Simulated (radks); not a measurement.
The numbers below are computed, except where a source is named.
The table gives one normalised radial function P(r) = r R(r) (large component) of Ir76+ in 1s1 (r in bohr). Level of theory: Dirac Kohn-Sham, BLYP, spin-unpolarised, spherical densities, finite nucleus; Fermi nuclear charge, rms radius 5.4032 fm (a radial shooting solver on a logarithmic mesh with Libxc functionals).

r          P
0.001475  2.5404
0.001585  2.6738
0.001717  2.8280
0.001845  2.9723
0.001983  3.1216
0.002131  3.2757
0.002309  3.4525
0.002481  3.6162
0.002666  3.7839
0.002865  3.9552
0.003104  4.1490
0.003336  4.3259
0.003585  4.5043
0.003852  4.6833
0.004173  4.8818
0.004485  5.0587
0.004819  5.2326
0.005221  5.4206
0.00561   5.5833
0.006029  5.7380
0.006479  5.8829
0.007019  6.0297
0.007543  6.1469
0.008106  6.2475
0.008711  6.3292
0.009437  6.3952
0.01014   6.4296
0.0109    6.4381
0.01181   6.4147
0.01269   6.3621
0.01363   6.2782
0.01465   6.1618
0.01587   5.9937
0.01706   5.8075
0.01833   5.5890
0.0197    5.3396
0.02134   5.0290
0.02293   4.7224
0.02465   4.3942
0.02649   4.0489
0.02869   3.6514
0.03083   3.2873
0.03314   2.9235
0.0359    2.5267
0.03858   2.1828
0.04146   1.8570
0.04455   1.5540
0.04826   1.2486
0.05186   1.0049
0.05574   0.7922
0.0599    0.6109
0.06489   0.4450
0.06973   0.3257

Which n and l does it have? It may be an empty orbital.

Answer. n = 1, l = 0: the number of nodes gives n - l - 1 = 0, the rise at small r points to l (this Dirac orbital starts outside the nucleus as r^gamma with gamma = sqrt((l + 1)^2 - (Z/c)^2) = 0.83; the j = 1/2 orbital of l + 1 starts with the same power, but with a smaller coefficient, and then steepens), and the extent must fit the shell. The curve is that of 1s1/2. 1s1/2: eigenvalue -87546 eV, 0 radial nodes, <r> = 0.0173 bohr, 90 % of the charge inside 0.0315 bohr.
